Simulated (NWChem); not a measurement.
Program: NWChem. System: vinylene carbonate (C$_{3}$H$_{2}$O$_{3}$), charge 0, spin multiplicity 1, at a geometry optimised with B3LYP/def2-SVP. Level: PBE0/def2-TZVP.

Output (cleaned and shortened):

```
             Northwest Computational Chemistry Package (NWChem) 7.3.0
             --------------------------------------------------------

                                NWChem Input Module
                                -------------------

 Scaling coordinates for geometry "geometry" by  1.889725989
 (inverse scale =  0.529177249)

 Turning off AUTOSYM since
 SYMMETRY directive was detected!

                             Geometry "geometry" -> ""
                             -------------------------

 Output coordinates in angstroms (scale by  1.889725989 to convert to a.u.)

  No.       Tag          Charge          X              Y              Z
 ---- ---------------- ---------- -------------- -------------- --------------
    1 O                    8.0000     0.00000000     0.00000000    -1.97534900
    2 C                    6.0000     0.00000000     0.00000000    -0.78853100
    3 O                    8.0000    -1.10383800     0.00000000     0.02293600
    4 C                    6.0000    -0.66849200     0.00000000     1.32820200
    5 C                    6.0000     0.66849200     0.00000000     1.32820200
    6 O                    8.0000     1.10383800     0.00000000     0.02293600
    7 H                    1.0000    -1.41734300     0.00000000     2.11429200
    8 H                    1.0000     1.41734300     0.00000000     2.11429200

 Effective nuclear repulsion energy (a.u.)     229.3745336870

            Nuclear Dipole moment (a.u.)
            ----------------------------
        X                 Y               Z
 ---------------- ---------------- ----------------
     0.0000000000     0.0000000000     0.0000113384

      Symmetry information
      --------------------

 Group name             C2v
 Group number             16
 Group order               4
 No. of unique centers     5

      Symmetry unique atoms

     1    2    3    4    7


 Summary of "ao basis" -> "" (spherical)
 ------------------------------------------------------------------------------
       Tag                 Description            Shells   Functions and Types
 ---------------- ------------------------------  ------  ---------------------
 *                         def2-tzvp                  on all atoms

                                 NWChem DFT Module
                                 -----------------

 Summary of "ao basis" -> "ao basis" (spherical)
 ------------------------------------------------------------------------------
[...]
 Vector   21  Occ=2.000000D+00  E=-3.350364D-01  Symmetry=b1
              MO Center=  1.2D-14,  3.7D-17, -1.6D+00, r^2= 1.6D+00
   Bfn.  Coefficient  Atom+Function         Bfn.  Coefficient  Atom+Function
  ----- ------------  ---------------      ----- ------------  ---------------
     6      0.437912  1 O  px                 9      0.368222  1 O  px
    12      0.228983  1 O  px                98      0.105111  4 C  s
   129     -0.105111  5 C  s                 70     -0.101117  3 O  pz
   163      0.101117  6 O  pz                68      0.091634  3 O  px
   161      0.091634  6 O  px                73     -0.086668  3 O  pz

 Vector   22  Occ=2.000000D+00  E=-2.726999D-01  Symmetry=b2
              MO Center=  2.2D-15,  2.2D-16,  5.1D-01, r^2= 2.9D+00
   Bfn.  Coefficient  Atom+Function         Bfn.  Coefficient  Atom+Function
  ----- ------------  ---------------      ----- ------------  ---------------
   100      0.241999  4 C  py               131      0.241999  5 C  py
   103      0.230622  4 C  py               134      0.230622  5 C  py
     7      0.202802  1 O  py                69     -0.190195  3 O  py
   162     -0.190195  6 O  py                10      0.170150  1 O  py
    72     -0.163326  3 O  py               165     -0.163326  6 O  py

 Vector   23  Occ=0.000000D+00  E=-6.958646D-03  Symmetry=a2
              MO Center= -1.1D-14, -2.9D-15,  1.3D+00, r^2= 2.4D+00
   Bfn.  Coefficient  Atom+Function         Bfn.  Coefficient  Atom+Function
  ----- ------------  ---------------      ----- ------------  ---------------
   106      0.631001  4 C  py               137     -0.631001  5 C  py
   100      0.311603  4 C  py               131     -0.311603  5 C  py
   103      0.307083  4 C  py               134     -0.307083  5 C  py
    75     -0.202339  3 O  py               168      0.202339  6 O  py
    69     -0.136152  3 O  py               162      0.136152  6 O  py

 Vector   24  Occ=0.000000D+00  E= 2.480712D-02  Symmetry=b2
              MO Center=  1.4D-14, -3.8D-15, -8.6D-01, r^2= 1.8D+00
   Bfn.  Coefficient  Atom+Function         Bfn.  Coefficient  Atom+Function
  ----- ------------  ---------------      ----- ------------  ---------------
    41      0.499906  2 C  py                44      0.423311  2 C  py
    38      0.414238  2 C  py                13     -0.365238  1 O  py
     7     -0.278650  1 O  py                10     -0.234578  1 O  py
    75     -0.234536  3 O  py               168     -0.234536  6 O  py
    69     -0.186827  3 O  py               162     -0.186827  6 O  py

 Vector   25  Occ=0.000000D+00  E= 4.832462D-02  Symmetry=a1
              MO Center= -1.3D-14,  7.2D-15,  4.7D-01, r^2= 5.0D+00
   Bfn.  Coefficient  Atom+Function         Bfn.  Coefficient  Atom+Function
  ----- ------------  ---------------      ----- ------------  ---------------
    67     -1.122112  3 O  s                160     -1.122112  6 O  s
    36      1.038134  2 C  s                 98      0.984072  4 C  s
   129      0.984072  5 C  s                  5     -0.930461  1 O  s
   107     -0.498349  4 C  pz               138     -0.498349  5 C  pz
    35      0.477068  2 C  s                 45     -0.374790  2 C  pz

 center of mass
 --------------
 x =   0.00000000 y =   0.00000000 z =  -0.09197349

 moments of inertia (a.u.)
 ------------------
         432.227326240839           0.000000000000           0.000000000000
           0.000000000000         624.181249910034           0.000000000000
           0.000000000000           0.000000000000         191.953923669195

     Multipole analysis of the density
     ---------------------------------

     L   x y z        total         alpha         beta         nuclear
     -   - - -        -----         -----         ----         -------
     0   0 0 0     -0.000000    -22.000000    -22.000000     44.000000

     1   1 0 0     -0.000000     -0.000000     -0.000000      0.000000
     1   0 1 0     -0.000000     -0.000000     -0.000000      0.000000
     1   0 0 1      1.802131      0.901060      0.901060      0.000011

     2   2 0 0    -23.979797    -63.548272    -63.548272    103.116747
     2   1 1 0     -0.000000     -0.000000     -0.000000      0.000000
     2   1 0 1      0.000000      0.000000      0.000000      0.000000
     2   0 2 0    -24.636640    -12.318320    -12.318320      0.000000
     2   0 1 1     -0.000000     -0.000000     -0.000000      0.000000
     2   0 0 2    -24.857003   -128.604225   -128.604225    232.351446

 Task  times  cpu:       31.6s     wall:       31.6s

 Total times  cpu:       31.6s     wall:       31.6s
```

### Question
Write an NWChem input that would produce this output.

### Answer
Several could match; the one computed here: 
```
start mol
memory heap 200 mb stack 900 mb global 1100 mb
geometry units angstroms nocenter noautoz
  O      0.000000     0.000000    -1.975349
  C      0.000000     0.000000    -0.788531
  O     -1.103838     0.000000     0.022936
  C     -0.668492     0.000000     1.328202
  C      0.668492     0.000000     1.328202
  O      1.103838     0.000000     0.022936
  H     -1.417343     0.000000     2.114292
  H      1.417343     0.000000     2.114292
  symmetry group C2v
end
basis spherical
  * library def2-tzvp
end
dft
  xc pbe0
  semidirect memsize 60000000 filesize 0
  iterations 100
end
task dft energy
```
